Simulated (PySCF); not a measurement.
Molecule: SMILES CO[Si](OC)(OC)S[SiH3]. Atoms near the plane z = 0.0 Å, at the GFN2-xTB optimised geometry (x, y, z in Å): Si1 (-0.9, -2.5, 0.0), S2 (-1.6, -0.4, 0.0), C5 (0.6, 2.1, -0.9), H10 (0.6, -2.5, 0.0), H13 (0.7, 3.2, -1.0), H14 (1.6, 1.7, -1.0), H15 (0.2, 1.9, 0.1).

Level of theory: PBE0/def2-SVP in PySCF. Cells within 0.4 Å of a nucleus heavier than hydrogen are left out (blank, or x). The values are rescaled to run from 0 to 1.

```
|11111111111111111111111111111|
|11111111111111111111111111111|
|11111111111111111111111111111|
|11111111111111111111111111111|
|11111111111111111111111111111|
|11111111111111111111111111111|
|11111111111111100011111111111|
|11111111111111110001111111111|
|11111111111111341001111111111|
|11111111111111593001111111111|
|11111111111110242001111111111|
|11111111111110011011111111111|
|11111111111111111111111111111|
|11111111101111111111111111111|
|11111111211221111111111111111|
|111111123xx121111111111111111|
|1111111122x121111111111111111|
|11111111123321111111111111111|
|11111111113321111111111111111|
|11111111101101331111111111111|
|11111111000xx1682111111111111|
|11111111000xx1562111111111111|
|11111111101000221111111111111|
|11111111111000011111111111111|
|11111111111000111111111111111|
|11111111111111111111111111111|
|11111111111111111111111111111|
|11111111111111111111111111111|
|11111111111111111111111111111|
```
Scale: ten equal steps from 0.000 (start of '0') to 1.00 (end of '9'), in the order '0123456789'; x runs from -5.50 to 5.50, y from -5.50 (bottom) to 5.50 (top).

Question: Which quantity is mapped?
A) Laplacian of the electron density
B) electrostatic potential
C) log10 of the electron density
D) deformation density (molecule minus spherical neutral atoms)

Answer: D, deformation density (molecule minus spherical neutral atoms). In full: deformation density (molecule minus spherical neutral atoms) (e/bohr³).
